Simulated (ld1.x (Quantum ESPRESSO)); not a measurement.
An all-electron radial function and its pseudo partner (Pm)

Columns: radius, all-electron u(r) and pseudo u(r) of the 4f shell (level -2.15 eV) of promethium in the configuration [Kr] 4d10 4f5 5s2 5p6 5d0 6s2 6p0; PBE, scalar-relativistic, PAW scheme, ld1.x (Quantum ESPRESSO) 7.5.

```
r (bohr)  all-electron  pseudo
   0.158        0.1759  0.0014
   0.315        0.6172  0.0197
   0.473        0.9018  0.0847
   0.630        0.9799  0.2105
   0.788        0.9410  0.3778
   0.945        0.8560  0.5331
   1.102        0.7605  0.6256
   1.260        0.6682  0.6349
   1.418        0.5844  0.5821
   1.575        0.5108  0.5108
   1.732        0.4464  0.4464
   1.890        0.3903  0.3903
   2.047        0.3423  0.3423
   2.205        0.3007  0.3007
   2.362        0.2652  0.2652
   2.520        0.2346  0.2346
   2.678        0.2082  0.2082
   2.835        0.1855  0.1855
   2.992        0.1660  0.1660
   3.150        0.1489  0.1489
   3.308        0.1341  0.1341
   3.465        0.1213  0.1213
   3.622        0.1100  0.1100
   3.780        0.0999  0.0999
   3.938        0.0910  0.0910
   4.095        0.0831  0.0831
```

**Question.** How many radial nodes do the two functions have?

**Answer.** The all-electron 4f function has n − l − 1 = 0; the pseudo-wave has 0.

**Question.** At about which radius was the pseudo-wave matched?

**Answer.** 1.65 bohr, where the columns begin to agree (steps of 0.16 bohr).

**Question.** Is the pseudo-wave norm-conserving?

**Answer.** No, it belongs to a PAW set: the norm inside the radius is not constrained, and the difference is carried by the augmentation charge.
